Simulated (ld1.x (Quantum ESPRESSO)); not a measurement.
Results of a calculation; reference values are marked as such.
Pseudopotentials across the periodic table

Generated with ld1.x 7.5 (TM, RRKJ, ultrasoft, PAW), atompaw 4.2 or ONCVPSP 4.0.1. The cutoff is in Ry: for ld1.x and atompaw files where the sum of valence levels is converged to 10 mRy in a Bessel basis, for ONCV files where the hardest occupied wave has 1 mHa per electron of residual kinetic energy. The error is the largest all-electron minus pseudo excitation energy over each file’s own four to seven test configurations (ionisations up to +4, promotions, holes and added fractions of an electron), all of which were solved. The labels leave out finer settings (local radius, basis sizes, second energies), which also bear on the numbers. Spin-polarised tests are not counted. The rows are a selection from randomly drawn settings: files with unsolved tests, undetermined cutoffs or missed reference levels are left out.

A true bound ghost makes a file unfit for plane-wave use even where its test errors are small: the radial tests pick states by their node count and pass the ghost by.

```tsv
element	potential	cutoff (Ry)	largest error (meV)	bound ghosts
B	PAW, PBEsol, non-relativistic, rc 1.25/1.90/1.90 (spd), local smoothed, core correction yes, reference 2s1 2p0	18	-5.4	none
Ga	ultrasoft, BLYP, scalar-relativistic, rc 2.15/2.05 (sp), local smoothed, core correction yes, reference 4s1.75 4p1.25	6	-149	none
Rb	RRKJ, PBEsol, scalar-relativistic, rc 2.00/1.80/4.00 (spd), local p, core correction yes, reference 4s2 4p6 4d0 5s0 5p0	30	+50	d
Zr	TM, LDA (PZ), scalar-relativistic, rc 3.25/3.05/1.85/4.20 (spdf), local s, core correction yes, reference 4d2 5s2 5p0	30	-304	none
Ir	TM, LDA (PZ), fully relativistic, rc 2.50/3.00/1.85 (spd), local s, core correction yes, reference 5d7.5 6s1.5 6p0	40	-761	none
Au	TM semilocal, LDA (PZ), scalar-relativistic, rc 2.00/3.55/2.35 (spd), local d, core correction yes, reference 5d10 6s1 6p0	40	-522	none
```

Fill in the row for Be: PAW, LDA (PZ), scalar-relativistic, rc 1.50/2.35 (sp), local smoothed, core correction yes, reference 2s1 2p0.

cutoff 8 Ry, largest error -5.5 meV, bound ghosts: none.

Fill in the row for Ba: TM semilocal, LDA (PZ), scalar-relativistic, rc 4.20/4.20/3.85/4.15 (spdf), local p, core correction no, reference 5d0 6s1.75 6p0.

cutoff 6 Ry, largest error +286 meV, bound ghosts: none.
